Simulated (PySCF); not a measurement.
## Dipole moment and polarisability of `N#CC1(O[SiH2]O)CC1`

Compound: C4H7NO2Si.
Geometry (GFN2-xTB, Å), atoms numbered from 1 in this order:
```xyz
15
C4H7NO2Si angstrom
N     -1.1777    1.3143    2.6374
C     -0.9619    0.7004    1.6950
C     -0.6861   -0.0530    0.5148
O      0.4886   -0.7774    0.5627
Si     2.0118   -0.3685    0.1960
O      2.0259    0.1405   -1.3537
C     -1.8587   -0.6558   -0.2231
C     -1.1595    0.5356   -0.7952
H      2.5215    0.7045    1.0447
H      2.6390   -1.6666    0.3637
H      2.8354    0.4013   -1.7811
H     -1.6813   -1.6173   -0.6791
H     -2.8437   -0.5313    0.2010
H     -1.6563    1.4940   -0.7687
H     -0.5014    0.3872   -1.6364
```

Level: CAM-B3LYP/def2-SVPD (PySCF), static field, nuclei fixed, core orbitals frozen in the response. The polarisability tensor in these axes (au):

```
x   80.30 -1.57 -1.71
y   -1.57 71.21  6.69
z   -1.71  6.69 82.00
```

Give the principal values, the mean and the anisotropy Δα = √{½[(α1 − α2)² + (α2 − α3)² + (α1 − α3)²]}.

Principal values 67.97, 79.48 and 86.05 au; mean 77.84 au = 11.53 Å³ = 12.83 × 10⁻⁴⁰ C²·m²/J; Δα = 15.85 au (20 % of the mean).

What is the dipole moment, and where does it point?

(1.74, -0.84, -3.91) D, 4.36 D in size, pointing from the negative to the positive side. Measured along this direction, the outermost atoms are N1 at the negative end and H11 at the positive end.

Find the Langevin capture rate constant for NO+ (29.998 u) meeting this molecule (129.025 u), k = 2.342 × 10⁻⁹ cm³/s × √(α in Å³ / reduced mass in u).

The reduced mass is 24.34 u, so k = 1.61 × 10⁻⁹ cm³/s. The formula leaves out the permanent dipole, which adds to the capture rate.

In TDDFT the mean static polarisability is Σ f/ω² over all singlet excitations (ω in hartree). How much of it do the 8 lowest give? Their energies (eV) and oscillator strengths: 6.81, 0.0008; 7.45, 0.0013; 7.68, 0.0614; 7.80, 0.0236; 7.96, 0.0076; 8.10, 0.0180; 8.21, 0.0036; 8.33, 0.0106.

They add up to 1.53 au, 2.0 % of the 77.84 au; the largest single term is 0.77 au, from the state at 7.68 eV. Terms in order: 0.01, 0.02, 0.77, 0.29, 0.09, 0.20, 0.04, 0.11 au. Higher excitations give the rest. The strengths listed sum to 0.127.

Orientational against electronic polarisability at 400 K (dilute gas, rigid molecules)?

In Gaussian units μ²/3kT = 114.96 Å³ against 11.53 Å³, a ratio of 9.97; the Debye molar polarisation (4π/3)N_A(α + μ²/3kT) is 319.1 cm³/mol, leaving out the vibrational part.

Along which axes do the principal values lie, and how far do the nuclei extend along each?

Largest value along (-0.36, 0.41, 0.84), where the nuclei span 5.52 Å; middle along (0.93, 0.11, 0.35), 5.42 Å; least along (0.06, 0.90, -0.42), 3.09 Å. 

Isolated species at its GFN2-xTB geometry (one conformer only).

These values come from a run that also computed excited states. On Arm Neoverse N1, one thread, shared host with 64 logical CPUs at a one-minute load of 56, this took 1.7 min and 1.0 GiB of memory at its peak.
